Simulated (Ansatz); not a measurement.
The cluster ZnSi6⁻ (the lowest doublet isomer of a short search). Total charge -1; doublet. Geometry PBE-D4/def2-SVPD, basis def2-TZVPD, Ansatz.

| atom | x (Å) | y (Å) | z (Å) |
| --- | --- | --- | --- |
| Zn1 | -1.485 | 1.627 | 2.689 |
| Si2 | 0.177 | 1.751 | 0.486 |
| Si3 | 1.895 | -0.947 | -1.675 |
| Si4 | -1.429 | -0.431 | 0.414 |
| Si5 | 1.123 | -0.453 | 0.556 |
| Si6 | -0.047 | 0.461 | -1.536 |
| Si7 | -0.233 | -2.008 | -0.934 |

```
run  HOMO (eV)  LUMO (eV)
  A      -0.18       0.22
  B      -0.42       0.05
  C      -1.13       0.59
  D      -0.78       0.26
  E      -0.65       0.14
```

HSE06 is defined as in plane-wave codes, on full-range PBE exchange. The structure comes from a short search, and lower isomers may exist.

HOMO and LUMO are taken over both spins.

The runs used BLYP, HSE06, PBE, PBE0, r2SCAN. Estimate which is which.

A BLYP (0 % exact exchange); B PBE (0 % exact exchange); C PBE0 (25 % exact exchange); D HSE06 (range-separated); E r2SCAN (0 % exact exchange). Exact exchange lowers occupied and raises empty levels; among semilocal functionals meta-GGAs tend to open the gap a little, and such runs are hard to tell apart. The gap grows from 0.40 eV (BLYP) to 1.72 eV (PBE0).
